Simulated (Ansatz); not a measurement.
Total energies of the cluster TiSi₆⁺ from Ansatz at PBE-D4/def2-TZVP, gas phase (1 Eh = 27.2114 eV = 2625.5 kJ/mol). The reference geometry is relaxed at PBE0-D4/def2-SVP.

```xyz
7

Ti    1.762    0.904   -0.112
Si   -2.006   -0.220    1.502
Si   -0.977   -0.860   -0.542
Si    0.095    0.698   -1.986
Si    0.431   -0.458    1.475
Si   -0.614    1.441    0.356
Si    1.309   -1.504   -0.694
```

```csv
state,geometry,energy (Eh)
charge 1 doublet,reference,-2585.15692
charge 0 singlet,reference,-2585.40453
charge 1 quartet,relaxed at PBE0-D4/def2-SVP,-2585.13962
```

Task: Work out the vertical electron affinity, to the singlet.

Result: E(charge 1 doublet) − E(charge 0 singlet) = -2585.15692 − (-2585.40453) = 0.24761 Eh = 6.74 eV.

Task: Which of the charge 1 states is lowest, and how far above it are the others?

Result: The doublet. quartet: -2585.13962 − (-2585.15692) = 0.01730 Eh = 45.4 kJ/mol.

A triplet lies near this restricted singlet, and broken spin symmetry wasn't tried. 

The structure comes from a short search, and lower isomers may exist.
